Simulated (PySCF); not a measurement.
SMILES CC[SiH2]O (C2H8OSi), singlet, PBE0/def2-SVP optimised geometry.

```
12

Si    -0.47    -0.79     0.00
O     -1.04     0.78     0.00
C     -1.08    -1.77    -1.48
C     -0.67    -1.19    -2.84
H     -0.97    -1.41     1.26
H      1.04    -0.79     0.00
H     -0.59     1.41    -0.58
H     -2.18    -1.84    -1.41
H     -0.70    -2.80    -1.37
H      0.42    -1.14    -2.95
H     -1.06    -1.78    -3.68
H     -1.05    -0.16    -2.96
```

Density from PBE0/def2-TZVP run with PySCF at that geometry.

Minimum of the electron density along straight lines between bonded atoms, close to the bond critical point (lines longer than 1.1 times the sum of covalent radii, or with two minima, are not listed):

```csv
bond,length / Å,ρ at the minimum / e bohr⁻³,∇²ρ there / e bohr⁻⁵,position (fraction from the first atom)
Si1–O2,1.672,0.131,…,0.41
Si1–C3,1.879,0.124,0.17,0.39
C3–C4,1.527,…,-0.58,0.50
Si1–H5,1.491,0.122,0.14,0.49
Si1–H6,1.502,0.119,0.14,0.49
O2–H7,0.961,0.357,…,0.81
C3–H8,1.104,0.266,-0.87,0.64
C3–H9,1.105,0.265,-0.86,0.64
C4–H10,1.102,0.271,-0.91,0.64
C4–H11,1.101,0.272,-0.91,0.64
C4–H12,1.102,0.271,-0.91,0.64
```

### Question
Some entries are withheld; supply them.

### Answer

- Si1–O2, ∇²ρ there / e bohr⁻⁵: 0.75
- C3–C4, ρ at the minimum / e bohr⁻³: 0.240
- O2–H7, ∇²ρ there / e bohr⁻⁵: -2.43
